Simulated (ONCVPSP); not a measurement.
## Which change was made? (F, ONCV)

* Element: F (Z = 9)
* Generator: ONCVPSP 4.0.1
* Type: optimised norm-conserving Vanderbilt (ONCV)
* Functional: LDA (Perdew-Wang 92)
* Relativity: fully relativistic
* Frozen core: [He]
* Valence charge: 7
* Reference configuration: 2s2 2p5
* Partial waves: 2s: rc 0.65 bohr, ncon 5, nbas 8, qcut 11.1 1/bohr, local; 2p: rc 1.10 bohr, ncon 4, nbas 8, qcut 12.9 1/bohr, 2 projectors, debl 0.8 Ha
* Local potential: the s channel
* Core correction: Teter function, fcfact 3.75, rcfact 1.05

Open shells are filled in proportion to 2j + 1.

Cutoffs, loose and tight: the cutoffs (Ha) at which the residual kinetic energy of the hardest occupied pseudo-wave falls to 1 and 0.1 mHa per electron. They do not see the model core or the augmentation charge, which bear on the density cutoff. Test errors are all-electron minus pseudo excitation energies from the reference, over the configurations 2s2 2p4; 2s2 2p3; 2s2 2p2; 2s1 2p6; variants that change the core or the reference have their own tests.

The base gives: outcome: generated; cutoff, loose: 56 Ha; cutoff, tight: 315 Ha; bound ghosts: none; GHOST(+) flags above zero: none; largest test error (meV): +291.

Task: After one change the result is: outcome: generated; cutoff, loose: 57 Ha; cutoff, tight: 124 Ha; bound ghosts: none; GHOST(+) flags above zero: none; largest test error (meV): +514. Which change was it?
A. p: rc 1
B. all radii but the core radius scaled by about 1.21 (s 0.78, p 1.34 bohr)
C. s: rc 0.62
D. reference 2s1 2p6

Result: B. The others give: p: rc 1 → outcome: generated; cutoff, loose: 60 Ha; cutoff, tight: 315 Ha; bound ghosts: none; GHOST(+) flags above zero: none; largest test error (meV): +221 | reference 2s1 2p6 → outcome: generated; cutoff, loose: 56 Ha; cutoff, tight: 314 Ha; bound ghosts: none; GHOST(+) flags above zero: none; largest test error (meV): +158 | s: rc 0.62 → outcome: generated; cutoff, loose: 154 Ha; cutoff, tight: 392 Ha; bound ghosts: none; GHOST(+) flags above zero: none; largest test error (meV): +294.
